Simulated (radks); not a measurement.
Excited configurations of Er+: one electron is placed in a higher orbital outside [Xe] 4f12. The ground configuration is [Xe] 4f12 6s1. Calculated with a radial shooting solver on a logarithmic mesh with Libxc functionals: scalar-relativistic Kohn-Sham, PBEsol, spin-unpolarised, spherical densities, finite nucleus; Fermi nuclear charge, rms radius 5.2516 fm. Excitation = E - E(ground); binding = E(ion) - E, where the ion is the core of charge +2; n* = 2/sqrt(2 binding) in atomic units, and the quantum defect is n - n*.

5d: excitation (eV) 2.497; binding (eV) 9.340; n* 2.414; quantum defect 2.586; eigenvalue (eV) -5.654; <r> (bohr) 2.959
5f: excitation (eV) 8.377; binding (eV) 3.460; n* 3.966; quantum defect 1.034; eigenvalue (eV) -2.467; <r> (bohr) 8.823
6d: excitation (eV) 7.158; binding (eV) 4.679; n* 3.411; quantum defect 2.589; eigenvalue (eV) -3.498; <r> (bohr) 7.540
6f: excitation (eV) 9.516; binding (eV) 2.321; n* 4.842; quantum defect 1.158; eigenvalue (eV) -1.768; <r> (bohr) 15.09
7s: excitation (eV) 6.239; binding (eV) 5.598; n* 3.118; quantum defect 3.882; eigenvalue (eV) -4.421; <r> (bohr) 7.549
7p: excitation (eV) 7.444; binding (eV) 4.393; n* 3.520; quantum defect 3.480; eigenvalue (eV) -3.428; <r> (bohr) 9.191
7d: excitation (eV) 8.960; binding (eV) 2.877; n* 4.350; quantum defect 2.650; eigenvalue (eV) -2.245; <r> (bohr) 13.27
7f: excitation (eV) 10.181; binding (eV) 1.656; n* 5.733; quantum defect 1.267; eigenvalue (eV) -1.297; <r> (bohr) 22.71

The Delta-SCF ionisation energy is 11.837 eV (NIST Atomic Spectra Database: 11.92 eV, semi-empirical). Self-interaction in the functional shifts the binding energies and quantum defects, so they are the method's values and not measured ones. Spin polarisation and multiplet splitting are left out, so open shells lie too high by an amount that depends on their filling. Spin-orbit splitting is averaged out at the scalar-relativistic level.

Beside tabulated values, note that spin-unpolarised runs miss the spin-polarisation part of the exchange energy of open shells.
